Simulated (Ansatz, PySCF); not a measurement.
ClH5O2Si2, SMILES O[SiH]([SiH2]Cl)O.

Coordinates come from a PBE0-D3(BJ)/def2-SVP optimisation. This is a generated structure with no PubChem entry under its InChIKey; it may be hypothetical. One conformer was computed; it need not be the lowest.

Vertical ionisation energy (IE) and electron affinity (EA) in eV. Rows of orbital energies are one-electron estimates. Where ΔSCF, EOM or ADC give a negative EA the extra electron is unbound and the value depends on the basis.

| level | IE | EA |
|---|---|---|
| −ε(HOMO), −ε(LUMO), PBE0/def2-TZVP (PySCF) | 8.07 | 0.85 |
| −ε(HOMO), −ε(LUMO), PBE/def2-TZVP (PySCF) | 6.83 | 1.70 |
| ΔSCF, PBE0/def2-SVPD (Ansatz), final states of multiplicity 2 and 2 | 10.12 | -0.52 |
| ΔSCF, PBE/def2-SVPD (Ansatz), final states of multiplicity 2 and 2 | 9.72 | -0.34 |

### Question
What vertical singlet–triplet gap does ΔSCF give with PBE0/def2-SVPD (Ansatz, a first-principles code) and with PBE/def2-SVPD (Ansatz)? (An estimate is asked for; the answer gives what the named calculation found.)

### Answer
5.21 and 4.83 eV (triplet above singlet where positive).
